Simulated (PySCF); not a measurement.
Two-photon absorption: `F[Si]1(Cl)CCCC1`, C4H8ClFSi

Geometry:
```csv
atom,x (Å),y (Å),z (Å)
F1,-0.684,2.540,0.759
Si2,-0.505,1.382,-0.364
Cl3,-1.068,2.233,-2.092
C4,-1.389,-0.212,0.172
C5,-0.306,-1.294,0.055
C6,1.031,-0.687,0.481
C7,1.236,0.628,-0.286
H8,-2.265,-0.479,-0.417
H9,-1.714,-0.130,1.209
H10,-0.233,-1.619,-0.985
H11,-0.550,-2.166,0.663
H12,0.997,-0.474,1.552
H13,1.851,-1.383,0.302
H14,1.971,1.256,0.213
H15,1.624,0.414,-1.282
```

Theory: PySCF 2.14.0, TDDFT wB97X-D/aug-cc-pVDZ excited states, vertical, gas phase. Geometry: GFN2-xTB.

Problem. Give the one- and two-photon strengths of the lowest singlets.

Solution. δ for parallel linear polarisation; σ at the peak of a Lorentzian of half width 0.1 eV, single beam; Ω is circular over linear.
| state | E (eV) | f | photon λ (nm) | δ (au) | σ (GM) | Ω | main |
| --- | --- | --- | --- | --- | --- | --- | --- |
| S1 | 7.50 | 0.037 | 331 | 1.7 | 0.04 | 1.18 | HOMO→LUMO 0.60, HOMO→LUMO+9 0.12 |
| S2 | 7.62 | 0.001 | 325 | 2.75 | 0.06 | 1.12 | HOMO→LUMO+9 0.31, HOMO→LUMO 0.18 |
| S3 | 7.73 | 0.013 | 321 | 4.27 | 0.09 | 1.50 | HOMO→LUMO+1 0.54, HOMO→LUMO+11 0.17 |
| S4 | 8.07 | 0.002 | 307 | 58.8 | 1.40 | 0.99 | HOMO→LUMO+2 0.55, HOMO→LUMO+3 0.23 |
| S5 | 8.12 | 0.001 | 305 | 88 | 2.13 | 0.88 | HOMO→LUMO+3 0.62, HOMO→LUMO+2 0.18 |

Among these, the strongest one-photon state is S1, the strongest two-photon state S5, with a dipole change of 2.9 D (relaxed, norm of the difference vector).
